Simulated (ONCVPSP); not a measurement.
**gallium: variants of one ONCV potential**

Base potential:

```json
{
 "Element": "Ga (Z = 31)",
 "Generator": "ONCVPSP 4.0.1",
 "Type": "optimised norm-conserving Vanderbilt (ONCV)",
 "Functional": "PBE",
 "Relativity": "scalar-relativistic",
 "Frozen core": "[Ar]",
 "Valence charge": "13",
 "Reference configuration": "3d10 4s2 4p0.75 (charge +0.25)",
 "Partial waves": "4s: rc 1.80 bohr, ncon 4, nbas 9, qcut 3.9 1/bohr, 2 projectors, debl 3.1 Ha; 4p: rc 2.60 bohr, ncon 3, nbas 7, qcut 3 1/bohr, 2 projectors, debl 0.5 Ha; 3d: rc 1.40 bohr, ncon 4, nbas 9, qcut 12.4 1/bohr, 1 projector",
 "Local potential": "polynomial inside 1.25 bohr (lpopt 2, dvloc0 0 Ha)",
 "Core correction": "Teter function, fcfact 2.5, rcfact 1"
}
```

All-electron outer shells of the reference configuration (PBE, scalar-relativistic, ld1.x):

| shell | level (eV) | outermost node (bohr) | outermost maximum (bohr) |
| --- | --- | --- | --- |
| 3s | -149.96 | 0.27 | 0.56 |
| 3p | -100.69 | 0.24 | 0.56 |
| 3d | -20.99 | – | 0.53 |
| 4s | -10.62 | 0.81 | 1.87 |
| 4p | -4.04 | 0.87 | 2.47 |

Cutoffs, loose and tight: the cutoffs (Ha) at which the residual kinetic energy of the hardest occupied pseudo-wave falls to 1 and 0.1 mHa per electron. They do not see the model core or the augmentation charge, which bear on the density cutoff. Test errors are all-electron minus pseudo excitation energies from the reference, over the configurations 3d10 4s2 4p1; 3d10 4s2 4p0; 3d10 4s1 4p0; 3d10 4s0 4p3. A dash means not determined; rows that change the core or the reference have their own tests.

| change | outcome | cutoff, loose | cutoff, tight | bound ghosts | GHOST(+) flags above zero | largest test error (meV) |
| --- | --- | --- | --- | --- | --- | --- |
| base | generated | 58 Ha | 65 Ha | none | s | +38 |
| core correction Teter function, fcfact 2.5, rcfact 0.94 | generated | 58 Ha | 65 Ha | none | s | +38 |
| core correction Teter function, fcfact 2.5, rcfact 1.08 | generated | 58 Ha | 65 Ha | none | s | +38 |
| core correction Teter function, fcfact 2.5, rcfact 1.22 | generated | 58 Ha | 65 Ha | none | s | +38 |
| core correction Teter function, fcfact 2.5, rcfact 1.4 | generated | 58 Ha | 65 Ha | none | s | +37 |
| core correction Teter function, fcfact 2.5, rcfact 1.46 | generated | 58 Ha | 65 Ha | none | s | +37 |
| core correction Teter function, fcfact 2.5, rcfact 1.64 | generated | 58 Ha | 65 Ha | none | s | +34 |
| core correction Teter function, fcfact 2.5, rcfact 1.76 | generated | 58 Ha | 65 Ha | none | s | +30 |
| core correction Teter function, fcfact 2.5, rcfact 2 | generated | 58 Ha | 65 Ha | none | s | -32 |

Question: What comes out with this change to the base: core correction Teter function, fcfact 2.5, rcfact 1.92?

Answer: outcome: generated; cutoff, loose: 58 Ha; cutoff, tight: 65 Ha; bound ghosts: none; GHOST(+) flags above zero: s; largest test error (meV): -21.

Reading the sweep of the rcfact (base included, trends over the rows without a ghost): The loose cutoff stays near 58 Ha. The median size of the test errors (rows with all tests solved) is not monotonic: lowest 1.5 meV at 1.64, highest 10.9 meV at 1.92.
